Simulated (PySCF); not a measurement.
Spectrum to structure. Computed with TDDFT CAM-B3LYP/def2-SVPD, vertical, gas phase, core orbitals frozen in the response in PySCF 2.14.0, density-fitted response routines. Geometries: GFN2-xTB, one conformer each.

| state | E (eV) | λ (nm) | f |
| --- | --- | --- | --- |
| S1 | 2.68 | 462.2 | 0.0004 |
| S2 | 5.10 | 243.3 | 0.244 |
| S3 | 6.14 | 202.1 | 0.055 |
| S4 | 6.36 | 194.8 | 0.012 |
| S5 | 6.55 | 189.3 | 0.016 |
| S6 | 6.68 | 185.6 | 0.070 |
| S7 | 7.07 | 175.4 | 0.0017 |
| S8 | 7.12 | 174.3 | 0.0034 |

Triplets computed (Tamm–Dancoff): 2.28, 3.06, 5.64 eV.

**Question.** Which candidate is it? All have the formula C4H9FSSi.
A. `C[C@@H]1[SiH2]SC[C@H]1F`
B. `C1SC[Si]1(CC)F`
C. `C[C@H]([SiH3])C(=S)CF`

**Answer.** C. Its S1, at 2.68 eV, is the lowest among the candidates; the nearest of the others has S1 at 4.85 eV. S1 is HOMO→LUMO (98%). S1 has the pattern of n→π* at C=S. At the same level the other candidates give, for their lowest levels:
- `CC[Si]1(F)CSC1`: 4.85 eV (f 0.000); 5.81 eV (f 0.020); 6.20 eV (f 0.006); 6.51 eV (f 0.017); 6.75 eV (f 0.022); T1 4.42 eV; HOMO -7.75, LUMO 0.79 eV
- `C[C@@H]1[SiH2]SC[C@H]1F`: 5.53 eV (f 0.001); 5.94 eV (f 0.017); 6.62 eV (f 0.006); 7.07 eV (f 0.034); 7.16 eV (f 0.009); T1 5.08 eV; HOMO -8.29, LUMO 0.64 eV

Conformer computed: `[CH3:1][C@H:2]([SiH3:3])[C:4](=[S:5])[CH2:6][F:7]`: C1–C2–C4–S5 23°, C2–C4–C6–F7 1°.
